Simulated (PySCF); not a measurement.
## Correlation energy of Al (aluminium, neutral)

[Ne] 3s2 3p1, 2P determinant. All numbers are calculated (PySCF 2.14, the spin-free X2C one-electron Hamiltonian (Gaussian nucleus), in cc-pVDZ-DK). Frozen: [Ne]; 3 electrons correlated.

MP2 pair energies summed by pair of shells (mhartree):

```csv
pair,energy,share (%)
3s-3s,-18.29,59.9
3s-3p,-12.26,40.1
```

Total MP2 correlation energy: -30.55 mhartree.

Same-spin part -2.11 and opposite-spin part -28.44 mhartree; SCS-MP2 scales them by 1/3 and 6/5 to -34.83 mhartree.

```csv
level,correlation energy (mhartree)
CCSD,-47.01
(T),-0.68
CCSD(T),-47.69
```

Diagnostics: T1 = 0.014, D1 = 0.0334, largest double amplitude 0.106.

Cost of the coupled-cluster step: 0.09 s of wall time on 1 thread of Neoverse-V1 (shared host), for 3 correlated electrons.
